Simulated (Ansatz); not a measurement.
Geometry optimisation, RKS PBE0-D4/def2-SVP (Ansatz).

input.yaml

```yaml
crystal:
  periodic: [false, false, false]
  atoms:
    - { symbol: "N", position_ang: [-0.6325, 1.3905, 1.3982] }
    - { symbol: C, position_ang: [-0.1377, 0.6216, 0.5432] }
    - { symbol: O, position_ang: [0.6995, -0.5065, 0.6866] }
    - { symbol: C, position_ang: [0.5261, -1.0485, -0.5803] }
    - { symbol: Te, position_ang: [-0.1703, 0.5486, -1.62] }
    - { symbol: H, position_ang: [-1.2786, 2.2363, 1.0452] }
    - { symbol: H, position_ang: [1.3989, -1.4912, -1.0162] }
    - { symbol: H, position_ang: [-0.3133, -1.8079, -0.5125] }
basis:
  gaussian: { orbitals: def2-SVP }
hamiltonian:
  xc: pbe0
  dispersion: d4
relax:
  f_tol: 0.015
  max_steps: 40
```

Launched with:

```bash
$ ansatz run input.yaml --threads 2 --pin off --max-ram 3072MiB --backend cpu --events-out ev --progress --plain --runs-dir out
```

Q: Where does it end, and by what steps?

A: It converged. After 7 steps the energy has fallen by 0.829 eV; O3 moved furthest, 0.39 Å.

```tsv
step	energy less start (eV)	largest force component (eV/Å)	accepted
0	0.0000	3.500	yes
1	-0.7061	1.267	yes
2	-0.7930	0.652	yes
3	-0.8148	0.324	yes
4	-0.7991	1.010	no
5	-0.8274	0.130	yes
6	-0.8294	0.027	yes
7	-0.8295	0.006	yes
```

```xyz
8
Properties=species:S:1:pos:R:3
N -0.548 1.443 1.424
C -0.259 0.663 0.498
O 0.316 -0.542 0.683
C 0.485 -1.128 -0.593
Te -0.377 0.546 -1.684
H -0.975 2.313 1.117
H 1.547 -1.296 -0.816
H -0.097 -2.056 -0.685
```

Whether the end is a true minimum wasn't checked by a vibrational analysis.

Run time: 19 s on 2 threads of Intel(R) Xeon(R) Platinum 8488C (Sapphire Rapids), on a shared host, peak memory 0.24 GiB.
